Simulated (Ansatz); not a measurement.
CH$_{8}$ClNOSi$_{2}$ (`CO[SiH2]N[SiH2]Cl`) from Hartree–Fock to CCSD(T)

Z-matrix (Å, degrees):
```
C
O 1 1.410
H 1 1.091 2 108.2
H 1 1.095 2 111.2 3 119.2
H 1 1.096 2 111.4 3 -119.1
Si 2 1.635 1 123.6 3 176.3
N 6 1.730 2 113.3 1 58.2
H 6 1.488 2 111.2 1 -60.1
H 6 1.477 2 104.1 1 178.3
Si 7 1.709 6 127.0 2 60.7
H 7 1.010 6 115.6 2 -107.6
Cl 10 2.066 7 112.7 6 -92.2
H 10 1.478 7 108.0 6 25.7
H 10 1.479 7 110.8 6 149.8
```

Charge 0, multiplicity 1. The structure was optimised at the PBE0-D4/def2-TZVP level. It is one conformer, not always the lowest. Frozen core, restricted reference, Ansatz. CBS rows extrapolate triple and quadruple zeta; past MP2 they add the triple-zeta difference.

```csv
basis,HF (Eh),MP2 corr.
def2-TZVPP,-1209.47111,-1.05393
def2-QZVPP,-1209.51123,-1.13832
```

Question: Estimate the CCSD correlation energy and the (T) correction in each basis where they were run (hartree).

Answer: 
```tsv
basis	CCSD corr.	(T)
def2-TZVPP	-1.11763	-0.04265
CBS(def2)	-1.26453	as TZ
```
